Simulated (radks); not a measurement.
The numbers below are computed, except where a source is named.
All-electron atom: the tungsten ion W32+ in [Kr] 4d6. Level of theory: scalar-relativistic Kohn-Sham, exchange-only LDA, spin-polarised, spherical densities, point nucleus; open shells are filled with parallel spins first (spin-orbit coupling, left out, can overturn this in heavy ions) (a radial shooting solver on a logarithmic mesh with Libxc functionals). Some entries of the table are withheld. Estimate them.

orbital,occ.,eigenvalue (hartree),r(max) (bohr),<1/r> (bohr^-1)
1s up,1,-2597.094,0.01146,87.05
1s down,1,-2597.087,0.01146,87.05
2s up,1,-486.0453,0.06572,20.35
2s down,1,-485.8953,0.06572,20.35
2p up,3,-430.8843,0.05391,18.44
2p down,3,-430.7583,0.05390,18.44
3s up,1,-146.3948,0.1850,7.581
3s down,1,-146.2907,0.1850,7.584
3p up,3,-130.0456,0.1830,7.008
3p down,3,-129.9353,0.1830,7.011
3d up,5,-111.4413,0.1487,6.621
3d down,5,-111.3026,0.1488,6.621
4s up,1,-61.44878,0.4037,3.519
4s down,1,-61.08464,0.4036,3.517
4p up,3,-55.55399,0.4174,3.276
4p down,3,-55.19477,0.4173,3.272
4d up,5,(1),0.4144,(2)
4d down,1,(3),0.4143,(4)
5s up,0,-33.28020,0.7489,1.957
5s down,0,-33.09729,0.7507,1.949
5p up,0,-30.72238,0.7832,1.843
5p down,0,-30.55350,0.7855,1.835

Answer. 
(1) 4d up eigenvalue (hartree): -48.39415
(2) 4d up <1/r> (bohr^-1): 3.052
(3) 4d down eigenvalue (hartree): -48.03580
(4) 4d down <1/r> (bohr^-1): 3.050
